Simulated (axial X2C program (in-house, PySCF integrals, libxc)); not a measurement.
## What spin–orbit coupling does to NaI⁻

Calculated with an in-house all-electron X2C program for linear molecules (integrals from PySCF). Spin-free means the one-electron spin-free X2C Hamiltonian; two-component (2c) means X2C with spin–orbit coupling and atomic mean-field two-electron Coulomb and Gaunt terms, so the difference of the two also holds small scalar two-electron terms. Basis: I dyall-acv3z [12s13p9d5f1g], Na dyall-av3z [10s9p5d2f] (cores contracted in-house); Gaussian nuclei, density fitting, unrestricted open shells. Masses: I 126.904 u, Na 22.990 u.

Spin-free state: M_S = 1/2, Λ = 0 (beyond evenly filled blocks: σα); fragments I- + Na.

| level | Re (Å) | ωe (cm⁻¹) | De (eV) | μ (D) |
| --- | --- | --- | --- | --- |
| PBE0 | 2.913 | 175.6 | 0.940 | -7.24 |
| HF | 2.961 | 170.4 | 0.883 | -7.74 |
| MP2 | 2.954 | 172.0 | 0.938 | n/a |
| CCSD | 2.948 | 172.8 | 0.951 | n/a |
| CCSD(T) | 2.951 | 172.3 | 0.955 | n/a |
| BLYP | 2.957 | 162.8 | 0.799 | -7.26 |

Correlated methods: 9 electrons correlated (number of frozen shells: I 4 s, 3 p, 2 d; Na 2 s, 1 p), 317 virtual spin orbitals or spinors in MP2, 89 natural virtuals in coupled cluster.

Dipoles are positive if Na is the positive end and refer to the centre of mass.

Two-component determinant lowest at the distance of the search:

Ω = 1/2 (⟨Sz⟩ = 0.50, ⟨Lz⟩ = 0.00 at HF); fragments I- + Na.

```json
{"level": "PBE0", "Re (Å)": "2.916", "ωe (cm⁻¹)": "174.7", "De (eV)": "0.937", "μ (D)": "-7.25"}
{"level": "HF", "Re (Å)": "2.964", "ωe (cm⁻¹)": "169.6", "De (eV)": "0.879", "μ (D)": "-7.74"}
{"level": "MP2", "Re (Å)": "2.957", "ωe (cm⁻¹)": "171.3", "De (eV)": "0.935", "μ (D)": "n/a"}
{"level": "CCSD", "Re (Å)": "2.952", "ωe (cm⁻¹)": "172.2", "De (eV)": "0.948", "μ (D)": "n/a"}
{"level": "CCSD(T)", "Re (Å)": "2.955", "ωe (cm⁻¹)": "171.7", "De (eV)": "0.951", "μ (D)": "n/a"}
{"level": "BLYP", "Re (Å)": "2.961", "ωe (cm⁻¹)": "161.7", "De (eV)": "0.796", "μ (D)": "-7.28"}
```

Question: From the two tables, how do the constants change at the CCSD(T) level (2c against spin-free)?

Answer: At the CCSD(T) level Re increases by 0.004 Å and ωe decreases by 0.6 cm⁻¹; De changes by -0.004 eV.

Occupations by symmetry block were frozen at the best pattern of an incomplete PBE0 search. Dissociation energies refer to the lowest single-determinant-based atoms at the same level and basis. Density functionals use the spin component along the axis (collinear). Coupled cluster ran in a truncated set of natural virtual spinors; the MP2 energy of the rest was added. (T) has no such correction and the atoms are truncated less, which lowers De at CCSD(T) by a hundredth of an eV or more. The highest occupied level of some functionals is positive through self-interaction error; at Hartree–Fock it is bound. With the outer-core shells frozen, correlated bond lengths of heavy atoms tend to come out a few hundredths of an ångström too long. Hartree–Fock gets electron affinities wrong, so its lowest charge split need not be the true one.
